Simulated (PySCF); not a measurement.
## Relaxation of doublet MoN(OH)2

Level of theory: UPBE0 in PySCF with Mo def2-TZVP with ECP28, N def2-TZVP, O def2-TZVP, H def2-TZVP; scalar-relativistic core potentials, no spin–orbit coupling; density-fitted integrals. A (50,194) grid was used.

A start displaced from a saddle point along its imaginary mode, with no symmetry imposed:

```xyz
6
charge 0 multiplicity 2, angstrom
Mo    0.0000    0.0006   -0.0496
N     1.6238    0.0000    0.1007
O    -0.6892    1.7626    0.0906
O    -0.6262   -1.7945    0.0984
H    -0.1529    2.5588    0.2500
H    -1.5310   -2.1138    0.1739
```

(1) What forces act on the atoms at the start (eV/Å)?

(2) What does it relax to?

(3) How much energy is released, and in how many steps?

Answers

(1) 
```tsv
atom	Fx	Fy	Fz
Mo1	0.38	0.02	-0.02
N2	-0.47	0.00	-0.02
O3	0.38	0.36	0.12
O4	-0.09	0.12	0.03
H5	-0.35	-0.57	-0.10
H6	0.14	0.08	-0.01
```

(2) It ends at C1 with Mo–N 1.623 Å, Mo–O 1.887 Å, Mo–O 1.898 Å, O–H 0.960 Å (×2); H–O–Mo 124.0° (×2), N–Mo–O 107.7°, N–Mo–O 110.3°, O–Mo–O 129.4° (after a last refinement on a finer grid). A frequency run shows a minimum. Other isomers or separated fragments may lie lower.

(3) 3.3 kJ/mol in 13 steps.

Open d and f shells are described by one determinant, and the ground state may have another occupation or spin.

The relaxation took 44 s on 4 threads of a shared AMD EPYC 9R45 96-Core (Zen 5) host, with 145 basis functions and 16 gradients; the process peaked at 2.1 GiB.
